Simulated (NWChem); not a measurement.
System meant: CrHSO$_{2}$Cl; SMILES [S]=[Cr](=[O])([OH])[Cl]

The following NWChem deck was run.

```
start job
memory heap 200 mb stack 900 mb global 1100 mb
geometry units angstroms noautoz
  Cr    -0.256018     0.138530    -0.014945
  O     -1.062373     0.211183     1.313208
  S      1.158941     1.559626    -0.031449
  Cl     0.675974    -1.785516    -0.133794
  O     -1.311413     0.386866    -1.376242
  H     -2.245738     0.148042    -1.192999
end
basis spherical
  * library def2-svp
end
dft
  odft
  mult 2
  xc pbe0
  iterations 150
  mulliken
end
task dft energy
```

End of the output:

```
                                 NWChem DFT Module
                                 -----------------

 Summary of "ao basis" -> "ao basis" (spherical)
 ------------------------------------------------------------------------------
       Tag                 Description            Shells   Functions and Types
 ---------------- ------------------------------  ------  ---------------------
 Cr                         def2-svp                11       31   5s3p2d1f
 O                          def2-svp                 6       14   3s2p1d
 S                          def2-svp                 8       18   4s3p1d
 Cl                         def2-svp                 8       18   4s3p1d
 H                          def2-svp                 3        5   2s1p

 Summary of "ao basis" -> "ao basis" (spherical)
 ------------------------------------------------------------------------------
       Tag                 Description            Shells   Functions and Types
 ---------------- ------------------------------  ------  ---------------------
 Cr                         def2-svp                11       31   5s3p2d1f
 O                          def2-svp                 6       14   3s2p1d
 S                          def2-svp                 8       18   4s3p1d
 Cl                         def2-svp                 8       18   4s3p1d
 H                          def2-svp                 3        5   2s1p

  number of electrons :                   74
  multiplicity        :                    2
 ------------------------------------------------------------------------
  no. of electrons and multiplicity not compatible                  74
 ------------------------------------------------------------------------
 ------------------------------------------------------------------------
  current input line :
    21: task dft energy
 ------------------------------------------------------------------------
 ------------------------------------------------------------------------
 There is an error in the input file
 ------------------------------------------------------------------------
 For more information see the NWChem manual at https://nwchemgit.github.io

0: no. of electrons and multiplicity not compatible:Received an Error in Communication
```

Task: What is wrong, and how is it mended?

Result: The input was rejected before any calculation. Cause: the multiplicity doesn't fit the number of electrons (an even count wants an odd multiplicity, and the reverse). This input runs:
```
start job
memory heap 200 mb stack 900 mb global 1100 mb
geometry units angstroms noautoz
  Cr    -0.256018     0.138530    -0.014945
  O     -1.062373     0.211183     1.313208
  S      1.158941     1.559626    -0.031449
  Cl     0.675974    -1.785516    -0.133794
  O     -1.311413     0.386866    -1.376242
  H     -2.245738     0.148042    -1.192999
end
basis spherical
  * library def2-svp
end
dft
  xc pbe0
  iterations 150
  mulliken
end
task dft energy
```
It converges to -2052.77387 Ha (PBE0/def2-SVP).
